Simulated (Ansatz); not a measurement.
Ge(SMe)H3 (CH₆GeS). Total charge 0; singlet. Geometry PBE-D4/def2-SVP; atoms count from 1.

```xyz
9

Ge   -0.104    1.227   -0.933
S    -0.144   -1.010   -0.899
C     0.097   -1.288    0.899
H     1.068   -0.885    1.250
H     0.095   -2.384    1.048
H    -0.727   -0.849    1.497
H    -1.268    1.807   -0.081
H    -0.261    1.631   -2.418
H     1.244    1.751   -0.361
```

Q: Estimate the Mulliken populations from the PBE0/def2-TZVP orbitals of Ansatz.

A: 
```tsv
atom	charge (e)
Ge1	0.11
S2	-0.25
C3	-0.37
H4	0.15
H5	0.15
H6	0.15
H7	0.01
H8	0.03
H9	0.01
```
Mulliken values depend strongly on the basis.

Q: And the Mayer bond orders between heavy atoms (over 0.3)?

A: Ge1–S2 1.06 (2.24 Å); S2–C3 1.03 (1.84 Å).
